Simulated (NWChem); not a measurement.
Species: BiI$_{2}$ cation; SMILES [I][Bi+][I]

Program: NWChem. All runs use the structure optimised with PBE0/def2-SVP. def2 effective core potentials on I, Bi; no spin-orbit coupling. B3LYP is NWChem's, with the RPA form of VWN correlation. Static field.

```
level                   isotropic polarisability (bohr³)  anisotropy (bohr³)
----------------------  --------------------------------  ------------------
PBE/def2-SVPD                                      113.4                87.6
B3LYP/def2-SVPD                               (withheld)          (withheld)
CAM-B3LYP/def2-SVPD                                110.8                84.5
Hartree-Fock/def2-SVPD                             108.2                76.4
```

Some entries are withheld; supply them.


- B3LYP/def2-SVPD, isotropic polarisability (bohr³): 112.4
- B3LYP/def2-SVPD, anisotropy (bohr³): 86.8
